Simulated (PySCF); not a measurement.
Species: GeH3PH2, GeH5P.
SMILES with atom numbers: `[PH2:1][GeH3:2]` (hydrogens: H3, H4 on P1; H5, H6, H7 on Ge2)

Level of theory: PBE0-D3(BJ)/def2-SVP geometry optimisation, gas phase in PySCF.

(1) What internal coordinates does the optimisation give?

## Answers

(1) 
```tsv
bond	length (Å)	order
P1–Ge2	2.328	single
P1–H3, P1–H4	1.429	single
Ge2–H5, Ge2–H6, Ge2–H7	1.539	single
```

Bonds in one row agree within 0.01 Å and their mean is given. Orders are formal, as drawn. A selection of angles:
```tsv
angle	degrees
Ge2–P1–H3	93.6
H3–P1–H4	93.2
P1–Ge2–H5	108.2
P1–Ge2–H7	113.1
H5–Ge2–H6	109.0
```

Ge2 (germanium bonded to P and 3 H) is distorted tetrahedral (angles from 108.0° to 113.1°). P1 (three-coordinate phosphorus) is pyramidal (angles 93.8°, 93.6° and 93.2°, sum 280.5°, 0.87 Å off the plane of its three neighbours).

Point group: Cs (tolerance 0.08 Å). Not checked by PBE0-D3(BJ)/def2-SVP frequencies.
